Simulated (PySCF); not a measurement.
AlH₂, SMILES [AlH2-] (connectivity only; charge and spin as stated), charge -1, multiplicity 1. Geometry: B3LYP-D3(BJ)/def2-TZVPD.

Level of theory: B3LYP-D3(BJ)/def2-TZVPD (PySCF).

Harmonic wavenumbers (cm⁻¹): 823, 1441, 1446. Rotational constants (GHz): 199.3, 164.3, 90.06; symmetry number 2.

Task: Work out the zero-point energy and the ideal-gas rigid-rotor harmonic-oscillator thermochemistry at 298.15 K and 1 atm.

Result: ZPE = ½ Σ hcν = ½ × 3710 cm⁻¹ = 22.19 kJ/mol. H − E(el) = 32.33 kJ/mol. Entropy in J/(mol K): translation 150.74, rotation 58.47, vibration 0.92, total 210.13. G − E(el) = -30.32 kJ/mol. Cp = 36.59 J/(mol K).
